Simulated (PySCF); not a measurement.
# Hartree-Fock beside MP2: BH3NOSi cation

These are calculations, not measurements. The program is PySCF 2.14.0, an open-source quantum chemistry code, run on an isolated molecule that a program drew, which may never have been made. The molecule is BH3NOSi cation (charge +1, singlet), drawn as the SMILES string `O[B+]N=[SiH2]`.

The geometry was optimised and harmonic frequencies were computed with HF and MP2, all in the cc-pV(D+d)Z basis, for the commonest isotopes, with a restricted reference for singlets and an unrestricted one otherwise, and a frozen core in MP2. Each result is a local minimum of its method.

Geometry at the HF minimum:
```xyz
7
BH3NOSi cation, angstrom
O     1.5687    0.5011   -2.8748
B     1.0182    0.9001   -1.7929
N     0.4790    1.2456   -0.6773
Si   -0.1725    1.6085    0.7330
H     1.6196    1.0293   -3.6649
H    -0.8006    2.9074    0.9444
H    -0.1532    0.6530    1.8346
```

Lengths of the bonds as drawn, in Å (atoms numbered as above):
```
bond,HF,MP2
O1-B2,1.278,1.297
B2-N3,1.286,1.307
N3-Si4,1.595,1.616
O1-H5,0.952,0.972
Si4-H6,1.458,1.465
Si4-H7,1.458,1.465
```

Rotational constants, in GHz:
| constant | HF | MP2 |
|---|---|---|
| A | 134.8 | 130.8 |
| B | 2.36 | 2.297 |
| C | 2.32 | 2.258 |

Harmonic frequencies in cm^-1, each column in rising order, so a row needn't be the same motion in every method:
```
rank,HF,MP2
1,100,80
2,130,116
3,222,263
4,463,411
5,537,483
6,695,652
7,749,706
8,800,742
9,897,854
10,1053,998
11,1406,?
12,2103,2022
13,2436,2371
14,2471,2416
15,4086,3821
```

**Estimate the missing MP2 frequency from the HF column.**

A single factor s that minimises the squared misfit of MP2 against s times HF over the other rows is sum(HF x MP2) / sum(HF^2) = 0.9518, with an rms misfit of 35 cm^-1. For rank 11 it gives 0.9518 x 1406 = 1338 cm^-1. The calculation gives 1333 cm^-1, 5 cm^-1 below the estimate. The drawn bonds are on average 1.2 % longer in MP2 than in HF.
